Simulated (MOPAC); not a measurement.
Input for MOPAC: PM7 on SnF, 2S+1 = 2, a spin state set in the input, which need not be the lowest, a point of a bond scan (R = 2.064 Å).

```
PM7 1SCF PRECISE CHARGE=0 UHF MS=0.5 THREADS=1
FSn

F      0.00000000 1     0.00000000 1     0.00000000 1
Sn     0.00000000 1     0.00000000 1     2.06381200 1
```

Output:

```
*******************************************************************************
 **                                                                           **
 **                              MOPAC v23.2.5                                **
 **                                                                           **
 *******************************************************************************
 ** MOPAC's Digital Object Identifier: https://doi.org/10.5281/zenodo.6511958 **
 **                                                                           **
 ** Please cite the open-source release paper for use of this MOPAC version:  **
 ** J. E. Moussa and J. J. P. Stewart (2026)                                  **
 ** MOPAC: An open-source semiempirical molecular orbital program             **
 ** J. Open Source Softw., 11(119), 8025, https://doi.org/10.21105/joss.08025 **
 *******************************************************************************

                              PM7 CALCULATION RESULTS

 *******************************************************************************
 *  PM7        - The PM7 Hamiltonian to be used
 *  UHF        - UNRESTRICTED HARTREE-FOCK CALCULATION
 *
 *
 *
 *                 CHARGE ON SYSTEM = 0
 *
 *
 *
 *  MS=        - IN MECI, MAGNETIC COMPONENT OF SPIN =  0.5
 *  PRECISE    - TIGHTER CRITERIA TO BE USED
 *  1SCF       - DO 1 SCF AND THEN STOP
 *  THREADS=1  - MULTI-THREADING NOT USED
 *  T=         - A TIME OF 172800.0 SECONDS REQUESTED
 *  DUMP=N     - RESTART FILE WRITTEN EVERY 7200.0 SECONDS REQUESTED
 *******************************************************************************
PM7 1SCF PRECISE CHARGE=0 UHF MS=0.5 THREADS=1
 FSn

   ATOM   CHEMICAL          X               Y               Z
  NUMBER   SYMBOL      (ANGSTROMS)     (ANGSTROMS)     (ANGSTROMS)

     1       F          0.00000000  *   0.00000000  *   0.00000000  *
     2      Sn          0.00000000  *   0.00000000  *   2.06381200  *



          CARTESIAN COORDINATES

    NO.       ATOM           X           Y           Z

     1         F          0.0000      0.0000      0.0000
     2        Sn          0.0000      0.0000      2.0638

 General Reference for PM7:
 "Optimization of Parameters for Semiempirical Methods VI: More Modifications to the
 NDDO Approximations and Re-optimization of Parameters", J. J. P. Stewart, J. Mol. Mod., 1:32, 19 (2013)
 https://link.springer.com/article/10.1007/s00894-012-1667-x

           Empirical Formula: F Sn  =     2 atoms



      MOLECULAR POINT GROUP   :   C*v


          UHF CALCULATION, NO. OF ALPHA ELECTRONS =    6
                           NO. OF BETA  ELECTRONS =    5

 -------------------------------------------------------------------------------
 PM7 1SCF PRECISE CHARGE=0 UHF MS=0.5 THREADS=1
 FSn



     1SCF WAS SPECIFIED, SO BFGS WAS NOT USED
     SCF FIELD WAS ACHIEVED


                              PM7 CALCULATION
                                                       MOPAC v23.2.5 Linux




          FINAL HEAT OF FORMATION =        -31.60022 KCAL/MOL =    -132.21532 KJ/MOL


          COSMO AREA              =         90.11 SQUARE ANGSTROMS
          COSMO VOLUME            =         77.91 CUBIC ANGSTROMS

          IONIZATION POTENTIAL    =          9.884165 EV
          ALPHA SOMO LUMO (EV)    =        -10.718  1.523
          BETA  SOMO LUMO (EV)    =         -9.884  2.140
          NO. OF ALPHA ELECTRONS  =          6
          NO. OF BETA  ELECTRONS  =          5
          MOLECULAR WEIGHT        =        137.6884         POINT GROUP:  C*v

          MOLECULAR DIMENSIONS (Angstroms)

            Atom       Atom       Distance
           Sn     2    F     1     2.06381
           Sn     2    F     1     0.00000
            F     1   Sn     2     0.00000


          SCF CALCULATIONS        =          1





   ATOM   CHEMICAL          X               Y               Z
  NUMBER   SYMBOL      (ANGSTROMS)     (ANGSTROMS)     (ANGSTROMS)

     1       F          0.00000000  *   0.00000000  *   0.00000000  *
     2      Sn          0.00000000  *   0.00000000  *   2.06381200  *

                             CARTESIAN COORDINATES

   1    F        0.000000000     0.000000000     0.000000000
   2   Sn        0.000000000     0.000000000     2.063812000


           Empirical Formula: F Sn  =     2 atoms



      MOLECULAR POINT GROUP   :   C*v


          ALPHA EIGENVALUES
 -35.24440 -13.30577 -13.25121 -12.78532 -10.92196 -10.71819   1.52322   2.62471


           BETA EIGENVALUES
 -35.25798 -13.01781 -12.79798 -12.77215  -9.88417   2.14010   3.25280   3.32295


              NET ATOMIC CHARGES AND DIPOLE CONTRIBUTIONS

  ATOM NO.   TYPE          CHARGE      No. of ELECS.   s-Pop       p-Pop
    1          F          -0.700321        7.7003     1.97520     5.72512
    2         Sn           0.700321        3.2997     1.87076     1.42891
 DIPOLE           X         Y         Z       TOTAL
 POINT-CHG.     0.000     0.000     6.942     6.942
 HYBRID        -0.000     0.000    -3.626     3.626
 SUM           -0.000     0.000     3.316     3.316


          ATOMIC ORBITAL ELECTRON POPULATIONS

     Atom    s        px        py        pz
    1  F   1.97520   1.99283   1.98070   1.75159
    2 Sn   1.87076   1.00717   0.01930   0.40244


                    (SZ)    =    0.500000
                    (S**2)  =    0.751693


          ATOMIC ORBITAL SPIN POPULATIONS

    Atom   Total    s     px     py     pz
         Atomic
    1  F -0.0093 -0.000  0.007 -0.001 -0.015
    2 Sn  1.0093  0.017  0.993  0.001 -0.002

 **********************
 *                    *
 * JOB ENDED NORMALLY *
 *                    *
 **********************




 == MOPAC DONE ==
```

The run finished.

Cost: around 0.020 core-seconds (rough).
